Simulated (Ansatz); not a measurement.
The first iterations of a band of C2H6ClFSi (11 atoms, charge 0, multiplicity 1).

All numbers below come from RKS r2SCANh-D4/6-31G (Ansatz).

```json
{
  "movable images": "9",
  "climbing image": "yes",
  "spring": "5.0 eV/Å²",
  "optimiser": "quadratic models (default)",
  "start path": "through a guess of the saddle point",
  "force threshold": "0.05 eV/Å",
  "iteration limit": "53",
  "end points": "relaxed"
}
```

Image 0:

```xyz
11
Properties=species:S:1:pos:R:3
F -0.119 0.311 1.943
C 0.740 -0.372 1.050
Cl 1.288 -1.948 1.930
C 0.021 -0.678 -0.224
Si -0.725 0.927 -1.004
H 1.652 0.212 0.944
H 0.711 -1.140 -0.935
H -0.789 -1.388 -0.032
H -1.989 1.320 -0.310
H 0.280 2.036 -0.889
H -1.006 0.662 -2.453
```

Image 10:

```xyz
11
Properties=species:S:1:pos:R:3
F 0.574 -1.820 1.802
C 0.365 -0.549 1.224
Cl 2.009 0.365 1.312
C -0.092 -0.694 -0.194
Si -0.446 0.974 -1.092
H -0.300 0.013 1.877
H 0.652 -1.266 -0.758
H -1.018 -1.284 -0.181
H -1.130 1.905 -0.133
H 0.815 1.602 -1.590
H -1.363 0.697 -2.246
```

| iteration | highest image above the first end (eV) | largest band force component (eV/Å) |
| --- | --- | --- |
| 1 | 3.131 | 11.563 |
| 2 | 0.669 | 3.400 |
| 3 | 0.288 | 1.424 |

Problem. Does the band converge within its limit, and where does its top end?

Solution. It converged. It ended after 9 iterations with the highest image 0.238 eV above the first end. A vibrational analysis at the climbing image gives one clearly imaginary mode, 92i cm⁻¹: a first-order saddle point. Limits of this set-up: no polarisation functions.

Time of the run: 3.2 min on 1 thread of AMD EPYC 9B45 (Zen 5), with other jobs on the host, peak memory 0.2 GiB.
